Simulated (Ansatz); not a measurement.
```yaml
crystal:
  periodic: [false, false, false]
  atoms:
    - {symbol: B, position_ang: [-1.575456, 0.833603, -0.322198]}
    - {symbol: C, position_ang: [0.022294, 0.370779, -0.286108]}
    - {symbol: N, position_ang: [0.493256, -0.302514, 0.636577]}
    - {symbol: C, position_ang: [1.072985, -1.039368, 0.517555]}
    - {symbol: H, position_ang: [-1.548809, 1.178622, -1.220923]}
    - {symbol: H, position_ang: [-2.441622, 0.449855, 0.406672]}
    - {symbol: H, position_ang: [0.735468, 0.265581, -1.204817]}
    - {symbol: H, position_ang: [0.151274, 1.559421, -0.223145]}
    - {symbol: H, position_ang: [1.944175, -1.984204, 1.424031]}
    - {symbol: H, position_ang: [1.558577, -1.568280, -0.392960]}
basis:
  gaussian: {orbitals: STO-3G}
total_charge: 1
magnetization: {spin_polarized: false, initial_magnetization: 1}
hamiltonian: {xc: {name: PBE}}
accuracy: high
output: {forces: true}
```

```sh
$ ansatz run in.yaml --threads 2 --pin off --events-out ev --progress --plain --max-ram 4352MiB
```

Output, abridged:

```
Functional definition: PBE
518 factors; integrals over basis functions are off by at most 2.7e-8 eV
mean field evaluation 1: about -4250.4785 eV, gradient 2.6e1 eV
mean field evaluation 2: about -4250.3659 eV, gradient 2.6e1 eV
mean field evaluation 4: about -4252.8488 eV, gradient 9.4e0 eV
mean field evaluation 8: about -4253.2128 eV, gradient 3.0e-1 eV
mean field evaluation 16: about -4253.2123 eV, gradient 8.8e-4 eV
mean field -4253.21231357 eV, -156.3026695927 hartree, gradient 8.5e-8 eV, S^2 0.750000; 2 other end points of the search recorded, 0 dependent functions left out
reference -4253.21231609 eV, -156.3026696853 hartree; 15, 14 occupied and 11, 12 virtual orbitals, 518 factors
Total energy: -4253.21231609 eV, -156.3026696853 hartree
Atom 0 at    -1.575456     0.833603    -0.322198 Å, force     1.810123    -6.686984     8.477264 eV/Å
Atom 1 at     0.022294     0.370779    -0.286108 Å, force    -8.387696    14.783919   -11.055445 eV/Å
Atom 2 at     0.493256    -0.302514     0.636577 Å, force   -39.088965    49.566224    17.116144 eV/Å
Atom 3 at     1.072985    -1.039368     0.517555 Å, force    50.457802   -64.026842    -5.678802 eV/Å
Atom 4 at    -1.548809     1.178622    -1.220923 Å, force    -1.431921     5.041188   -10.529210 eV/Å
Atom 5 at    -2.441622     0.449855     0.406672 Å, force     0.578063     0.726399     0.077197 eV/Å
Atom 6 at     0.735468     0.265581    -1.204817 Å, force    -2.076517    -0.000401     0.530185 eV/Å
Atom 7 at     0.151274     1.559421    -0.223145 Å, force     0.312612    -1.247495     1.032748 eV/Å
Atom 8 at     1.944175    -1.984204     1.424031 Å, force    -1.729002     1.811796    -0.734801 eV/Å
Atom 9 at     1.558577    -1.568280    -0.392960 Å, force    -0.444499     0.032196     0.764721 eV/Å
Dipole moment:     0.784965    -0.462936     0.124834 e Å
```

Hardware: 2 threads of an Arm Neoverse V1 on a shared host. Wall time 3.3 s, peak host memory 0.17 GiB.
